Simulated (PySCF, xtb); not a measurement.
**C2H3In: where a starting geometry ends**

The starting geometry of this gas-phase singlet was built from a drawn formula by distance geometry; its bonds are those of `[CH]1=[CH][InH]1`.

| atom | x (Å) | y (Å) | z (Å) |
| --- | --- | --- | --- |
| C | -2.7437 | -2.5641 | -2.8053 |
| C | -1.7342 | -1.9827 | -2.2298 |
| In | -2.8869 | -0.5642 | -3.1394 |
| H | -3.3258 | -3.4946 | -3.0153 |
| H | -0.7812 | -2.0393 | -1.6578 |
| H | -3.3543 | 0.8349 | -3.9205 |

Task: Predict what becomes of its bonds when it is optimised with r2SCAN-D4/def2-SVP.

Result: It keeps its bonds, and is `[CH]1=[CH][InH]1`. Distances that change by over a tenth: C1–In3 (2.03 → 2.25 Å).

The energy falls by 0.65 eV over 25 steps:

```
step  E − E(last) (eV)
   1             0.646
   4             0.027
   6             0.022
   9             0.013
  12             0.006
  14             0.005
  17             0.000
  20             0.000
  22             0.000
  25             0.000
```

Final geometry (Å):

```xyz
6

C    -2.8925   -2.5316   -2.9114
C    -1.8291   -2.0428   -2.2816
In   -2.6131   -0.3062   -3.1291
H    -3.2154   -3.5855   -2.9386
H    -0.9847   -2.3616   -1.6561
H    -3.6781    0.6434   -4.0212
```

From the same start GFN2-xTB ends elsewhere, in pieces: C2H2 + HIn.

No frequencies were run, so the end isn't proven a minimum. Atoms past krypton carry core potentials, without spin–orbit terms. Run with PySCF 2.14.0, 74 s on 2 threads of Intel(R) Xeon(R) 6975P-C (Granite Rapids), on a shared host.
